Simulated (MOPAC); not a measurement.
Input for MOPAC: PM3 on SiH-, 2S+1 = 3, a spin state set in the input, which need not be the lowest, a point of a bond scan (R = 1.655 Å). Charge -1.

```
PM3 1SCF PRECISE CHARGE=-1 UHF MS=1 THREADS=1
HSi

H      0.00000000 1     0.00000000 1     0.00000000 1
Si     0.00000000 1     0.00000000 1     1.65538200 1
```

Program output:

```
*******************************************************************************
 **                                                                           **
 **                              MOPAC v23.2.5                                **
 **                                                                           **
 *******************************************************************************
 ** MOPAC's Digital Object Identifier: https://doi.org/10.5281/zenodo.6511958 **
 **                                                                           **
 ** Please cite the open-source release paper for use of this MOPAC version:  **
 ** J. E. Moussa and J. J. P. Stewart (2026)                                  **
 ** MOPAC: An open-source semiempirical molecular orbital program             **
 ** J. Open Source Softw., 11(119), 8025, https://doi.org/10.21105/joss.08025 **
 *******************************************************************************

                              PM3 CALCULATION RESULTS

 *******************************************************************************
 *  PM3        - The PM3 Hamiltonian to be used
 *  UHF        - UNRESTRICTED HARTREE-FOCK CALCULATION
 *
 *
 *
 *                 CHARGE ON SYSTEM = -1
 *
 *
 *
 *  MS=        - IN MECI, MAGNETIC COMPONENT OF SPIN =  1.0
 *  PRECISE    - TIGHTER CRITERIA TO BE USED
 *  1SCF       - DO 1 SCF AND THEN STOP
 *  THREADS=1  - MULTI-THREADING NOT USED
 *  T=         - A TIME OF 172800.0 SECONDS REQUESTED
 *  DUMP=N     - RESTART FILE WRITTEN EVERY 7200.0 SECONDS REQUESTED
 *******************************************************************************
PM3 1SCF PRECISE CHARGE=-1 UHF MS=1 THREADS=1
 HSi

   ATOM   CHEMICAL          X               Y               Z
  NUMBER   SYMBOL      (ANGSTROMS)     (ANGSTROMS)     (ANGSTROMS)

     1       H          0.00000000  *   0.00000000  *   0.00000000  *
     2      Si          0.00000000  *   0.00000000  *   1.65538200  *



          CARTESIAN COORDINATES

    NO.       ATOM           X           Y           Z

     1         H          0.0000      0.0000      0.0000
     2        Si          0.0000      0.0000      1.6554

  H: (PM3): J. J. P. STEWART, J. COMP. CHEM. 10, 209 (1989).
 Si: (PM3): J. J. P. STEWART, J. COMP. CHEM. 10, 209 (1989).

           Empirical Formula: H Si  =     2 atoms



      MOLECULAR POINT GROUP   :   C*v


          UHF CALCULATION, NO. OF ALPHA ELECTRONS =    4
                           NO. OF BETA  ELECTRONS =    2

 -------------------------------------------------------------------------------
 PM3 1SCF PRECISE CHARGE=-1 UHF MS=1 THREADS=1
 HSi



     1SCF WAS SPECIFIED, SO BFGS WAS NOT USED
     SCF FIELD WAS ACHIEVED


                              PM3 CALCULATION
                                                       MOPAC v23.2.5 Linux




          FINAL HEAT OF FORMATION =         32.17800 KCAL/MOL =     134.63277 KJ/MOL


          COSMO AREA              =         77.33 SQUARE ANGSTROMS
          COSMO VOLUME            =         63.68 CUBIC ANGSTROMS

          IONIZATION POTENTIAL    =          2.858550 EV
          ALPHA SOMO LUMO (EV)    =         -2.859  6.904
          BETA  SOMO LUMO (EV)    =         -3.034  4.940
          NO. OF ALPHA ELECTRONS  =          4
          NO. OF BETA  ELECTRONS  =          2
          MOLECULAR WEIGHT        =         29.0934         POINT GROUP:  C*v

          MOLECULAR DIMENSIONS (Angstroms)

            Atom       Atom       Distance
           Si     2    H     1     1.65538
           Si     2    H     1     0.00000
            H     1   Si     2     0.00000


          SCF CALCULATIONS        =          1





   ATOM   CHEMICAL          X               Y               Z
  NUMBER   SYMBOL      (ANGSTROMS)     (ANGSTROMS)     (ANGSTROMS)

     1       H          0.00000000  *   0.00000000  *   0.00000000  *
     2      Si          0.00000000  *   0.00000000  *   1.65538200  *

                             CARTESIAN COORDINATES

   1    H        0.000000000     0.000000000     0.000000000
   2   Si        0.000000000     0.000000000     1.655382000


           Empirical Formula: H Si  =     2 atoms



      MOLECULAR POINT GROUP   :   C*v


          ALPHA EIGENVALUES
  -8.05400  -4.33920  -2.85855  -2.85855   6.90356


           BETA EIGENVALUES
  -7.98594  -3.03386   4.94003   4.94003   6.83528


              NET ATOMIC CHARGES AND DIPOLE CONTRIBUTIONS

  ATOM NO.   TYPE          CHARGE      No. of ELECS.   s-Pop       p-Pop
    1          H          -0.192126        1.1921     1.19213
    2         Si          -0.807874        4.8079     1.89037     2.91751
 DIPOLE           X         Y         Z       TOTAL
 POINT-CHG.     0.000     0.000     1.252     1.252
 HYBRID        -0.000    -0.000    -2.261     2.261
 SUM           -0.000    -0.000    -1.009     1.009


          ATOMIC ORBITAL ELECTRON POPULATIONS

     Atom    s        px        py        pz
    1  H   1.19213
    2 Si   1.89037   1.00000   1.00000   0.91751


                    (SZ)    =    1.000000
                    (S**2)  =    2.102029


          ATOMIC ORBITAL SPIN POPULATIONS

    Atom   Total    s     px     py     pz
         Atomic
    1  H -0.3020 -0.302
    2 Si  2.3020 -0.009  1.000  1.000  0.311

 **********************
 *                    *
 * JOB ENDED NORMALLY *
 *                    *
 **********************




 == MOPAC DONE ==
```

The run finished. Its determinant has ⟨S²⟩ = 2.10, a mixture of spin states.

Cost: about 0.03 core-seconds (a rough figure).
